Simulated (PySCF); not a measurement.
Isomers of C5H6O4, one GFN2-xTB conformer each. Single-point energies are computed at PBE0/pcSseg-1 (PySCF, gas phase, no added dispersion term), electronic only.

```
                 SMILES  GFN2-xTB relative energy (kJ/mol)
     C=C(C(=O)O)C(=O)OC                               43.7
 C[C@@H]1COC(=O)C(=O)O1                                0.0
      O=CO[C@H]1OCCC1=O                               22.7
O=CO[C@@H]1OC[C@@H]1C=O                              129.8
```

Conformers: `[CH2:1]=[C:2]([C:3](=[O:4])[OH:5])[C:6](=[O:7])[O:8][CH3:9]` with C1–C2–C3–O4 -27°, C2–C3–O5–H 180°, C1–C2–C6–O7 -29°, C2–C6–O8–C9 -179°; `[CH3:1][C@@H:2]1[CH2:3][O:4][C:5](=[O:6])[C:7](=[O:8])[O:9]1` with C1–C2–C3–O4 178°, C2–C3–O4–C5 41°, C3–O4–C5–O6 -176°, O4–C5–C7–O8 150°; `[O:1]=[CH:2][O:3][C@H:4]1[O:5][CH2:6][CH2:7][C:8]1=[O:9]` with O1–C2–O3–C4 2°, C2–O3–C4–O5 115°, O3–C4–O5–C6 86°, C4–O5–C6–C7 34°, O5–C6–C7–C8 -25°, C6–C7–C8–O9 -171°; `[O:1]=[CH:2][O:3][C@@H:4]1[O:5][CH2:6][C@@H:7]1[CH:8]=[O:9]` with O1–C2–O3–C4 -5°, C2–O3–C4–O5 -112°, C6–C7–C8–O9 17°.

Question: What does PBE0/pcSseg-1 give for the same structures?

Answer: 
```
                 SMILES  PBE0/pcSseg-1 E (Eh)  PBE0/pcSseg-1 (kJ/mol)  GFN2-xTB (kJ/mol)  point group
 C[C@@H]1COC(=O)C(=O)O1            -494.44926                     0.0                0.0           C1
     C=C(C(=O)O)C(=O)OC            -494.44791                     3.5               43.7           C1
      O=CO[C@H]1OCCC1=O            -494.43397                    40.1               22.7           C1
O=CO[C@@H]1OC[C@@H]1C=O            -494.39895                   132.1              129.8           C1
```

Both levels put the same isomer lowest; measured from each level's own lowest isomer, the values differ by up to 40.2 kJ/mol (C=C(C(=O)O)C(=O)OC: 43.7 against 3.5). As drawn, the highest has a four-membered ring, which the lowest lacks. Neighbours under 10 kJ/mol apart (C[C@@H]1COC(=O)C(=O)O1 and C=C(C(=O)O)C(=O)OC) can change places with a better method, another conformer or zero-point energy.

Question: Which frontier levels, dipoles and rotational constants go with these structures?

Answer: 
| SMILES | HOMO (eV, PBE0/pcSseg-1) | LUMO (eV) | dipole (D) | A, B, C (MHz) |
| --- | --- | --- | --- | --- |
| C[C@@H]1COC(=O)C(=O)O1 | -8.20 | -1.91 | 6.59 | 2885, 1477, 1051 |
| C=C(C(=O)O)C(=O)OC | -7.87 | -1.87 | 1.65 | 2684, 1289, 954.5 |
| O=CO[C@H]1OCCC1=O | -7.73 | -1.36 | 3.96 | 2968, 1284, 1011 |
| O=CO[C@@H]1OC[C@@H]1C=O | -7.91 | -1.11 | 2.06 | 2966, 1162, 933.0 |

Question: As an exercise, what shares would exp(−E/RT) give at 2000 K from these electronic energies alone (no entropy, no degeneracies)?

Answer: RT = 16.629 kJ/mol: C[C@@H]1COC(=O)C(=O)O1 52.7 %, C=C(C(=O)O)C(=O)OC 42.6 %, O=CO[C@H]1OCCC1=O 4.7 %, O=CO[C@@H]1OC[C@@H]1C=O under 0.1 %.
